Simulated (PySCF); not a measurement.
Geometry:
```
atom   x (Å)   y (Å)   z (Å)
  C1  -1.630   1.330   0.324
  C2  -1.564   0.080  -0.101
  C3  -0.754  -0.358  -1.259
  S4   0.642  -1.362  -0.635
  O5   0.140  -2.425   0.187
  O6   1.512  -1.700  -1.721
  C7   1.562  -0.221   0.504
  C8   1.759   1.025  -0.150
  N9   1.882   2.021  -0.699
 H10  -1.112   2.129  -0.182
 H11  -2.218   1.607   1.182
 H12  -2.085  -0.714   0.416
 H13  -0.311   0.463  -1.816
 H14  -1.294  -1.028  -1.924
 H15   0.956  -0.122   1.401
 H16   2.507  -0.715   0.720
```

Geometry: GFN2-xTB; GIAO shifts from PySCF 2.14.0 with density-fitted response routines, gas phase, non-relativistic, averaged over equivalent atoms.

At PBE0/STO-3G (56 basis functions, 23 s wall time on 1 thread of an Intel Xeon, shared host):
| atoms | δ (ppm) |
| --- | --- |
| C1 | 108.1 |
| C2 | 107.4 |
| C8 | 90.2 |
| C3 | 44.4 |
| C7 | 30.7 |
| O5/O6 | 172.8 |
| N9 | 231.5 |
| H12 | 5.90 |
| H10 | 5.85 |
| H11 | 5.84 |
| H13/H14 | 3.34 |
| H15/H16 | 2.52 |

δ = σ(ref) − σ, references computed at the same level: TMS for 13C (σref 236.17) and 1H (σref 33.02); 17O (σref 343.50) vs H2O; 15N (σref 296.44) vs NH3.

Estimate the result of repeating the calculation with PBE0/pcSseg-1.

Answers


| atoms | δ at PBE0/pcSseg-1 | change |
| --- | --- | --- |
| C1 | 135.0 | +26.9 |
| C2 | 135.2 | +27.8 |
| C8 | 118.7 | +28.5 |
| C3 | 64.3 | +19.9 |
| C7 | 43.5 | +12.8 |
| O5/O6 | 235.0 | +62.2 |
| N9 | 318.3 | +86.8 |
| H12 | 6.34 | +0.44 |
| H10 | 6.30 | +0.45 |
| H11 | 6.01 | +0.17 |
| H13/H14 | 4.15 | +0.81 |
| H15/H16 | 3.60 | +1.08 |

δ = σ(ref) − σ, references computed at the same level: 13C (186.93 ppm) and 1H (31.72 ppm) against TMS; 17O (336.08 ppm) vs H2O; 15N (267.73 ppm) against NH3.

The largest change is at N9 (nitrile nitrogen). Cost: 195 basis functions, 79 s wall time on 1 thread of an Intel Xeon, shared host. The order of the carbon signals changes between the two levels.

Experimental scales use liquid or dissolved standards, which lie at an offset from isolated NH3 (liquid NH3: subtract about 20 ppm) and H2O (liquid H2O: subtract about 36 ppm). Unscaled 15N shifts of sp2 nitrogen come out 20 to 40 ppm too high even then.
